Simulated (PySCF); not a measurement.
C5H8S, SMILES C#C[C@H](C)SC.

The structure is a stationary point at r2SCAN-D4/def2-SVP. The structure was generated by enumeration; whether it is a known compound was not checked. Other conformers were not sampled.

The numbers are results of PBE/def2-TZVP (PySCF), not measurements.

Gas-phase values at a fixed geometry.

```yaml
total_energy: -593.10724 hartree
highest_occupied_level: -5.24 eV
lowest_empty_level: -0.73 eV
orbital_gap: 4.52 eV
dipole_moment: 1.29 D
quadrupole, principal values (traceless, Buckingham form, about the centre of nuclear charge): -5.17, 0.56, 4.61 D·Å
mean_static_polarisability: 79.9 bohr³ (11.84 Å³)
polarisability_principal_values: 65.5, 79.1, 95.0 bohr³
```
